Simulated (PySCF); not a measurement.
Computed with PySCF with TPSSh-D3(BJ)/def2-TZVP // r2SCAN-D4/def2-SVP. Isolated molecules, 0 K electronic values unless said otherwise. One relaxed conformer stands for a flexible species; it need not be the lowest. 

Reference species: [Co(H2O)6]3+ (near-degenerate singlet) (charge +3, multiplicity 1).

The mean distance from the central atom to its bonded neighbours is 1.923 Å. The charge on the central atom (meta-Löwdin) is 1.36 e and the coordination number is 6.

Changed species: [Co(H2O)(NH3)5]3+ (lower singlet) (5 of 6 H2O replaced by NH3, multiplicity 1; the reference has 0 of 6 H2O replaced by NH3, multiplicity 1).

**Question.** What does the change do to the mean distance from the central atom to its bonded neighbours, charge on the central atom (meta-Löwdin) and coordination number?

**Answer.** the mean distance from the central atom to its bonded neighbours goes up by 0.069 Å, to 1.992 Å; the charge on the central atom (meta-Löwdin) falls by 0.29 e, to 1.07 e; the coordination number stays essentially unchanged.
